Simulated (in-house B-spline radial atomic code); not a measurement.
## Ionising As2+ with different functionals

Computed with an all-electron radial atomic-structure program (B-spline basis): four-component Dirac-Coulomb Hamiltonian, Fermi nucleus of rms radius 4.0968 fm, spin-restricted, spherical fractional occupations for the functionals, and exact exchange of hybrids averaged over the configuration. The ionisation energy is the difference of two self-consistent energies, [Ar] 3d10 4s2 4p1 → [Ar] 3d10 4s2, without Breit or QED terms; ε is the level of the shell that loses the electron (mean over j). The electron is taken from both j subshells in proportion to 2j + 1, so the result is a j average, not the step between ground levels.

```tsv
method	rung	ΔSCF (eV)	-ε(4p) (eV)
PBE0	global hybrid	?	?
B3LYP	global hybrid	28.01	23.98
CAM-B3LYP	range-separated hybrid	28.10	25.73
HSE06	range-separated hybrid	?	?
```

What does HSE06 give?

ΔSCF 27.90 eV, and -ε(4p) = 23.77 eV.

What does PBE0 give?

ΔSCF 27.83 eV, and -ε(4p) = 24.13 eV.

Among the functionals, which spreads more, the ΔSCF values or the orbital energies?

The orbital energies: ΔSCF values span about 0.28 eV and the orbital energies 1.96 eV; here energy differences depend much less on the functional than eigenvalues do.

How do they compare with the NIST value?

NIST lists 28.35 eV ± 0.012 (measured, ground level to ground level). Errors run from -0.52 to -0.25 eV; CAM-B3LYP is closest (-0.25 eV), but part of that can be cancellation, since the calculations leave out Breit-QED terms, spin polarisation, the choice among j levels, multiplet and fine-structure energies.
